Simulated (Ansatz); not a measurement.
Molecule: sum formula H$_{4}$SiNO$_{3}$, net charge -1, singlet state. It need not be the lowest isomer of its formula. Whether it binds its extra electron was not tested at this geometry. SMILES: [NH-][Si](O)(O)O
Coordinates optimised at B3LYP-D3(BJ)/def2-TZVP (Ansatz, an electronic-structure program):
```
Si
N 1 1.6443
H 2 1.0139 1 117.72
O 1 1.6919 2 121.78 3 -57.78
H 4 0.9605 1 108.64 2 -48.42
O 1 1.6920 2 119.07 3 63.34
H 6 0.9607 1 106.82 2 24.13
O 1 1.6935 2 106.01 3 -176.76
H 8 0.9631 1 104.32 2 -2.72
```
Charge -1, spin multiplicity 1.

Parts of the frozen-core correlation energy in cc-pVTZ (Ansatz, hartree). Frozen orbitals: 9; correlated occupied orbitals by spin: 16 and 16; virtual: 185 and 185. No spin-orbit coupling. Non-relativistic.

| term | value |
|---|---|
| reference (HF) | -570.59081 |
| MP2 opposite-spin | -0.79619 |
| MP2 same-spin | ? |
| CCSD correlation | ? |
| (T) | ? |
| T1 diagnostic | 0.012 |
| largest doubles amplitude | 0.020 |

Task: Fill in the missing entries.

Result: 
- MP2 same-spin, value: -0.27551
- CCSD correlation, value: -1.08151
- (T), value: -0.04091
